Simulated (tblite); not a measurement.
Start geometry of `[O-]c1ccc(C=S)s1` from a force field or distance geometry (Å):
```
atom  x, y, z in Å
O1     2.8299   -1.2011   -0.5869
C2     1.7863   -0.6062   -0.3340
C3     1.4796    0.6612    0.1131
C4     0.0737    0.9004    0.2726
C5    -0.6721   -0.2262   -0.0197
C6    -2.0966   -0.4730   -0.0102
S7    -3.1999    0.7038    0.4448
S8     0.3447   -1.5141   -0.5112
H9     2.2416    1.4037    0.2967
H10   -0.3435    1.8334    0.6184
H11   -2.4383   -1.4792   -0.3095
```

Question: What comes out of this run: GFN2-xTB geometry optimisation, gas phase in tblite?

Answer: 
```
atom  x, y, z in Å
O1     2.9474   -1.0757   -0.5566
C2     1.8359   -0.6291   -0.3341
C3     1.4289    0.6553    0.1095
C4     0.0819    0.8311    0.2607
C5    -0.7043   -0.2865   -0.0450
C6    -2.0734   -0.4186    0.0073
S7    -3.1424    0.7753    0.4656
S8     0.3363   -1.6289   -0.5512
H9     2.1723    1.4116    0.3016
H10   -0.3802    1.7477    0.5894
H11   -2.4970   -1.3797   -0.2731
```

The energy falls by 0.454 eV over 24 L-BFGS steps, the largest force on an atom goes from 3.08 to 0.006 eV/Å, and the atoms move by 0.097 Å rms after alignment. The bond that changes most is C2–S8 (aromatic carbon bearing oxygen to thiophene-type sulfur), which lengthens by 0.103 Å. Bonds longer at the end by more than 0.005 Å: 4 of 11; shorter: 5. Among the angles that change most is O1–C2–S8, from 115.9° to 122.0°. Rotational constants go from 4974, 797.0, 687.0 to 4724, 791.5, 677.9 MHz. The orientation of the end geometry is arbitrary; only internal coordinates are fixed.

Its GFN2-xTB frequencies are all real (lowest 84 cm⁻¹).

One conformer stands for the species.

All values are computed, not measured.
